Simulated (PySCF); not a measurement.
C6H13BO2, charge -1, doublet, geometry from GFN2-xTB (a state made from the parent by changing its charge; the spin is typed, not shown lowest) (in this run its highest filled SCF level lies above zero, so its values depend strongly on the basis, on diffuse functions most of all). Base run: PySCF with CAMB3LYP/STO-3G.

Geometry (Å):
```xyz
22

C     -1.7744    -0.0319     0.9149
C     -0.7512    -0.1272    -0.2451
C     -1.1062    -1.3649    -1.0869
O     -0.8250     1.0163    -1.0169
B      0.1858     2.0305    -0.4401
O      0.9621     1.2089     0.5902
C      0.7103    -0.1288     0.3250
C      0.8959    -0.9717     1.5972
C      1.7004    -0.6496    -0.7430
H     -2.7519     0.2085     0.4970
H     -1.4741     0.7792     1.5731
H     -1.8448    -0.9641     1.4753
H     -2.1654    -1.3331    -1.3420
H     -0.5377    -1.3698    -2.0126
H     -0.9055    -2.2830    -0.5332
H      0.9117     2.4403    -1.3557
H      0.3636    -0.5247     2.4321
H      1.9549    -1.0074     1.8529
H      0.5383    -1.9907     1.4435
H      1.5205    -0.1083    -1.6677
H      2.7164    -0.4341    -0.4114
H      1.5987    -1.7223    -0.9097
```
Charge -1, spin multiplicity 2.
Orbitals are unrestricted.
All else is at PySCF's defaults.
Base energy -406.21550 Eh.

Variants of this job, named by their change:

| change | ΔE vs base (mEh) | SCF cycles | <S^2> |
|---|---|---|---|
| base | 0.000 | 10 | 0.751 |
| level_shift = 0.5 (with mf.max_cycle = 100) | 0.000 | 17 | 0.751 |
| conv_tol = 1e-12 | 0.000 | 15 | 0.751 |
| level_shift = 0.1 (with mf.max_cycle = 100) | 0.000 | 11 | 0.751 |
| diis = off (with mf.max_cycle = 100) | 0.000 | 68 | 0.751 |
| level_shift = 1.0 (with mf.max_cycle = 100) | 0.000 | 25 | 0.751 |
| solver = newton | 0.000 | - | 0.751 |
| level_shift = 0.3 (with mf.max_cycle = 100) | 0.000 | 14 | 0.751 |
| init_guess = huckel | 0.000 | 22 | 0.751 |
| diis_space = 20 | 0.000 | 10 | 0.751 |
| diis = off; damp = 0.3 (with mf.diis_start_cycle = 200; with mf.max_cycle = 150) | 0.000 | 17 | 0.751 |
| init_guess = sap | 0.000 | 15 | 0.751 |
| conv_tol = 1e-7 | 0.000 | 9 | 0.751 |

Open shells are given as the SCF converged; they aren't shown to be the lowest states, and a large step between rows can be another state.
